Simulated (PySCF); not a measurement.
NICS in isomers of C5H7ClN2Si.

NICS = −σ at a ghost point: NICS(0) at the centroid of the ring atoms, NICS(1) 1 Å to either side along the normal of their mean plane, zz for the tensor component along that normal. Level: GIAO PBE0/pcSseg-1 (PySCF, non-relativistic, gas phase) on the GFN2-xTB geometries, one conformer each. Atom numbers follow the mapped SMILES.

Problem. Order these rings by mean NICS(1)zz, lowest (most negative) first (ppm).
A. ring C3–C4–C5–N6–C9 in `[CH2:1]=[N:2][c:3]1[cH:4][cH:5][n:6]([SiH2:7][Cl:8])[cH:9]1`
B. ring C3–N4–C5–C6–N7 in `[CH2:1]=[CH:2][c:3]1[n:4][cH:5][cH:6][n:7]1[SiH2:8][Cl:9]`
C. ring N5–C6–C7–C8–N9 in `[CH2:1]=[CH:2][Si@@H:3]([Cl:4])[n:5]1[cH:6][cH:7][cH:8][n:9]1`

Solution. C (-31.5), B (-26.9), A (-24.5).

| SMILES | ring | NICS(0) | NICS(1) | NICS(1)zz | HOMA | rms pucker (Å) | ring atoms with four or more neighbours |
| --- | --- | --- | --- | --- | --- | --- | --- |
| C=C[Si@@H](Cl)n1cccn1 | 5-membered ring with 2 N; formal bonds all aromatic | -12.9 | -12.2 | -31.5 | 0.90 | 0.00 | 0 |
| C=Cc1nccn1[SiH2]Cl | 5-membered ring with 2 N; formal bonds all aromatic | -10.8 | -10.4 | -26.9 | 0.86 | 0.00 | 0 |
| C=Nc1ccn([SiH2]Cl)c1 | 5-membered ring with N; formal bonds all aromatic | -10.9 | -9.5 | -24.5 | 0.77 | 0.00 | 0 |

NICS(0) gives another order. The isotropic NICS(1) gives the same order. HOMA uses Krygowski's 1993 parameters. NICS(1) and NICS(1)zz are means over the two faces.
